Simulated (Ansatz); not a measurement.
Stepwise reaction of `C[NH][Al]([F])[F]` with hydrogen chloride, as a gas-phase model of exchange steps in deposition or etching. ΔE in kJ/mol; ΔG adds harmonic PBE0-D4 terms to CCSD(T)/CBS, at 1 bar.

Gas-phase electronic energies from Ansatz, PBE0-D4/def2-TZVP geometries. CBS: MP2 limit from def2 TZ/QZ plus the TZ coupled-cluster correction, frozen cores. This one scheme is used for every species. Functionals use def2-TZVPP. B3LYP here is the variant with VWN-RPA as its local correlation; programs differ in this. Each species was taken in one conformer, which may not be the lowest.

```
step                                                reaction  PBE-D4  B3LYP-D4  ωB97M-V  CCSD(T)/CBS  ΔG(500 K)
   1  `C[NH][Al]([F])[F]` + HCl → `C[NH][Al]([F])[Cl]` + H–F    16.2      22.2     19.3         18.0       23.6
```

(1) Give the row of step 2, `C[NH][Al]([F])[Cl]` + HCl → `C[NH][Al]([Cl])[Cl]` + H–F. (Estimate.)

(2) By hand: ΔE of the 2 steps together at CCSD(T)/CBS.

## Answers

(1) The calculation gave: 
```tsv
step	reaction	PBE-D4	B3LYP-D4	ωB97M-V	CCSD(T)/CBS	ΔG(500 K)
2	`C[NH][Al]([F])[Cl]` + HCl → `C[NH][Al]([Cl])[Cl]` + H–F	15.8	21.9	19.2	17.0	23.1
```

(2) (18.0) + (17.0) = 35.0 kJ/mol, or 17.5 kJ/mol a step.

In ΔE the steps differ by no more than 1.0 kJ/mol. All are uphill at CCSD(T)/CBS. ΔG lies between 23.1 and 23.6 kJ/mol a step. PBE-D4 differs from CCSD(T)/CBS by -1.8 to -1.2 kJ/mol a step. Isolated molecules leave out the surface, adducts and barriers. Largest T1 diagnostic: 0.012.
